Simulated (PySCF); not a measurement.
## Polarisability and C₆ of In⁺ (indium, charge +1)

[Kr] 4d10 5s2, closed-shell 1S. Computed with PySCF 2.14 in aug-cc-pVQZ-PP with ECP28MDF (7s7p5d3f2g, 92 functions), with a scalar-relativistic core potential. Coupled (time-dependent) response in atomic units; α is the mean over directions.

| method | mean α (bohr³) | C₆ (like pair) | S(−4) |
| --- | --- | --- | --- |
| UHF | 29.46 | 205.7 | 381.8 |
| PBE | 23.42 | 157.2 | 222.4 |
| PBE0 | 24.69 | 166.9 | 252.7 |
| PW91 | 23.31 | 156.2 | 220.1 |

S(−4) is the Cauchy moment in α(ω) = α(0) + S(−4) ω² + …

α(iu) at PBE0:

| u (hartree) | α(iu) (bohr³) |
| --- | --- |
| 0 | 24.69 |
| 0.0500 | 24.08 |
| 0.100 | 22.44 |
| 0.200 | 17.85 |
| 0.300 | 13.69 |
| 0.500 | 8.567 |
| 0.750 | 5.571 |
| 1.00 | 4.050 |
| 1.50 | 2.525 |
| 2.00 | 1.752 |
| 3.00 | 0.9814 |
| 5.00 | 0.4224 |

A single London oscillator, α(iu) = α/(1 + u²/ω²), gives C₆ = (3/4) ω α². Matching the computed C₆ needs ω = 4 × 166.9 / (3 × 24.69²) = 0.365 hartree.

For an ion, C₆ is the dispersion term alone; charge-induced terms of lower order in 1/R come first.

Energies and moments cover only the electrons outside the core potential.
